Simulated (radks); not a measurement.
The numbers below are computed, except where a source is named.
Question: The table gives one normalised radial function P(r) = r R(r) of Ce55+ in [He] 2s1 (r in bohr). Level of theory: scalar-relativistic Kohn-Sham, PBE, spin-polarised, spherical densities, finite nucleus; open shells are filled with parallel spins first (spin-orbit coupling, left out, can overturn this in heavy ions); Fermi nuclear charge, rms radius 4.8771 fm (a radial shooting solver on a logarithmic mesh with Libxc functionals).

| r | P |
|---|---|
| 0.002031 | 1.9714 |
| 0.002254 | 2.1384 |
| 0.002521 | 2.3305 |
| 0.002797 | 2.5201 |
| 0.003104 | 2.7204 |
| 0.003472 | 2.9474 |
| 0.003852 | 3.1681 |
| 0.004274 | 3.3971 |
| 0.004781 | 3.6512 |
| 0.005305 | 3.8921 |
| 0.005934 | 4.1539 |
| 0.006584 | 4.3958 |
| 0.007306 | 4.6327 |
| 0.008171 | 4.8771 |
| 0.009067 | 5.0886 |
| 0.01006 | 5.2794 |
| 0.01125 | 5.4543 |
| 0.01249 | 5.5813 |
| 0.01385 | 5.6670 |
| 0.0155 | 5.7054 |
| 0.0172 | 5.6842 |
| 0.01923 | 5.5941 |
| 0.02134 | 5.4440 |
| 0.02368 | 5.2282 |
| 0.02649 | 4.9235 |
| 0.02939 | 4.5781 |
| 0.03261 | 4.1800 |
| 0.03648 | 3.7052 |
| 0.04047 | 3.2361 |
| 0.04527 | 2.7197 |
| 0.05023 | 2.2481 |
| 0.05574 | 1.8015 |
| 0.06234 | 1.3655 |
| 0.06917 | 1.0143 |
| 0.07676 | 0.7219 |
| 0.08585 | 0.4746 |
| 0.09526 | 0.3043 |
| 0.1057 | 0.1840 |
| 0.1182 | 0.0995 |
| 0.1312 | 0.0521 |
| 0.1467 | 0.0237 |
| 0.1628 | 0.0104 |
| 0.1807 | 0.0041 |
| 0.2021 | 0.0013 |
| 0.2242 | 0.0004 |
| 0.2488 | 0.0001 |
| 0.2783 | 0.0000 |
| 0.3088 | 0.0000 |
| 0.3426 | 0.0000 |
| 0.3832 | 0.0000 |
| 0.4252 | 0.0000 |
| 0.4756 | 0.0000 |
| 0.5278 | 0.0000 |
| 0.5856 | 0.0000 |
| 0.655 | 0.0000 |
| 0.7268 | 0.0000 |

Which n and l does it have? It may be an empty orbital.

Answer: n = 1, l = 0: the number of nodes gives n - l - 1 = 0, the rise at small r (about r^(l+1), flatter next to the nucleus through relativity) gives l, and the extent must fit the shell. The curve is that of 1s down; the table hardly tells the two spins apart. 1s down: eigenvalue -46228 eV, 0 radial nodes, <r> = 0.0244 bohr, 90 % of the charge inside 0.0440 bohr.
